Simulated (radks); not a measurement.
Task: The europium ion Eu2+ is in [Xe] 4f(5/2: 6, 7/2: 1). Method: Dirac Kohn-Sham, PBE, spin-unpolarised, spherical densities, finite nucleus; Fermi nuclear charge, rms radius of each element as measured or else 0.836 A^(1/3) + 0.57 fm; computed with a radial shooting solver on a logarithmic mesh with Libxc functionals. Sub-shells are occupied by j as written (lower j first in brackets). One electron is removed from 5p1/2, 4f5/2, 4f7/2, 5p3/2 in turn, with full relaxation. Which removal costs least, and what does each cost?

Result: 4f7/2 23.865 eV; 4f5/2 24.542 eV; 5p3/2 42.209 eV; 5p1/2 46.272 eV. The 4f7/2 electron leaves first.
